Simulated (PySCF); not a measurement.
**How the method changes the constants of GeCl**

State: ²Π (doublet), unpaired electrons π ↑. Set-up: Ge def2-TZVPPD, Cl def2-TZVPPD; no relativity (PySCF 2.14). De refers to Ge + Cl in their high-spin ground configurations, without counterpoise correction. The functionals are run spin-unrestricted. A positive dipole means Ge(−)Cl(+).

| Level | Re (Å) | ωe (cm⁻¹) | De (eV) | μ (D) |
| --- | --- | --- | --- | --- |
| UHF | 2.189 | 402 | 2.76 | -1.96 |
| UHF-MP2 | 2.169 | 415 | 4.09 | n/a |
| UHF-SCS-MP2 | 2.178 | 409 | 3.97 | n/a |
| UHF-CCSD | 2.176 | 412 | 3.80 | n/a |
| UHF-CCSD(T) | 2.178 | 410 | 3.94 | n/a |
| PBE | 2.195 | 390 | 4.33 | -1.55 |
| BLYP | 2.221 | 371 | 4.15 | -1.75 |
| TPSS | 2.191 | 392 | 4.23 | -1.56 |
| r²SCAN | 2.173 | 405 | 4.24 | -1.44 |
| TPSSh | 2.183 | 398 | 4.17 | -1.59 |
| PBE0 | 2.174 | 406 | 4.15 | -1.61 |
| M06 | 2.184 | 401 | 4.35 | -1.79 |
| MN15 | 2.162 | 409 | 4.18 | -1.62 |
| ωB97X-V | 2.170 | 412 | 4.20 | -1.68 |

Task: Which functional lies closest to UHF-CCSD(T) in De, which farthest, and by how much do they differ from it?

Result: Closest is BLYP (+4.3 pm in Re, -9.5 % in ωe, +0.21 eV in De against UHF-CCSD(T) in the same basis), farthest M06 (+0.6 pm in Re, -2.2 % in ωe, +0.41 eV in De). CCSD(T) converges more slowly with the basis than the functionals do and binds too weakly in this one, so the order can change at the basis-set limit.

Task: What does a quarter of exact exchange do here, going from PBE to PBE0?

Result: PBE0 less PBE: -2.1 pm in Re, +4.1 % in ωe, -0.18 eV in De. Exact exchange removes part of the self-interaction that spreads semilocal densities, and in most molecules shortens and stiffens the bond and lowers De; so it does here.

Task: What does the step from GGA to meta-GGA do here, going from PBE to r²SCAN?

Result: r²SCAN less PBE: -2.2 pm in Re, +3.8 % in ωe, -0.09 eV in De. 

Correlated steps freeze 14 core orbitals. Spin–orbit coupling is left out. The state was picked by a PBE0 search and need not be the measured ground state.

The whole job (state search and all levels along the bond) took about 21 min on 2 threads of Arm Neoverse V1 (shared host), peak memory 4.8 GiB.
